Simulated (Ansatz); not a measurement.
Two structures of GeAsNH₈, singlet, reached by relaxing down either side of one saddle point (PBE0-D4/def2-TZVP). Energies are electronic, without zero-point energy. Program: Ansatz 0.2.0. Basis: def2-TZVPP and def2-QZVPP. Cores are frozen in the correlated methods. Filled d shells of the heavier atoms are correlated. The def2 sets are not built for correlating such inner shells, so the correlated values are less sure here. Extrapolation: Hartree–Fock as exp(−7.88 √X), correlation as X^−2.97. First:

```xyz
11
angstrom
Ge -1.1316 -0.4909 1.2262
N 0.6830 -0.2151 1.4160
H -1.8824 -0.7092 2.5608
H -1.2997 -1.7359 0.3439
H -1.6980 0.7574 0.5331
H 0.9618 0.2869 -1.2536
As 0.2539 0.4311 -2.5923
H 0.9141 0.6024 1.9644
H 1.1738 -1.0060 1.8110
H 0.4981 1.9327 -2.6333
H 1.5269 0.1464 -3.3762
```

Second:

```xyz
11
angstrom
Ge -1.4832 -0.0550 0.0838
N 1.6519 -0.4756 0.9004
H -1.2372 1.0068 1.1665
H -1.2710 -1.4520 0.6909
H -2.9582 0.0381 -0.3615
H 2.5116 -0.0539 0.5708
As -0.0231 0.2226 -1.8287
H 1.5582 -0.2399 1.8809
H 1.7702 -1.4798 0.8429
H -1.0746 0.9662 -2.6493
H 0.5555 1.5224 -1.2967
```

Task: Which bonds change from the first to the second?

Result: GeNH₅ ([NH2][GeH3]) + AsH₃ → GeAsH₅ ([GeH3][AsH2]) + NH₃; bonds formed: Ge1–As7, N2–H6; bonds broken: Ge1–N2, H6–As7.

Task: Give the saddle point's structure and its height above each. (To be estimated.)

Result: The calculation gives: 28.26 kcal/mol above the first and 39.83 kcal/mol above the second (CCSD(T) at an estimated basis limit (MP2 extrapolated from triple and quadruple zeta, plus CCSD(T) − MP2 in triple zeta)).
```xyz
11
angstrom
Ge -1.1563 -0.4217 0.7646
N 0.7826 -0.0233 0.8751
H -1.3294 -0.7052 2.2838
H -1.3912 -1.7057 -0.0147
H -1.9432 0.8265 0.3972
H 0.9127 0.1909 -0.1770
As -0.0670 0.3639 -2.1813
H 1.0029 0.7837 1.4570
H 1.3485 -0.8147 1.1782
H 0.5509 1.7577 -2.0559
H 1.2896 -0.2523 -2.5270
```

The T1 diagnostic stays at or below 0.013.

Labels in which every atom is bracketed show which atoms are joined, not bond orders.

For scale, one of the runs: CCSD(T)/def2-TZVPP, 239 basis functions, launched by `ansatz run in.yaml --threads 8 --pin off --events-out ev --progress --plain --max-ram 19148MiB`. Time: 2.3 min of wall clock on 8 CPU threads of an Arm Neoverse V1; the host was shared. Peak host memory: 4.6 GiB.
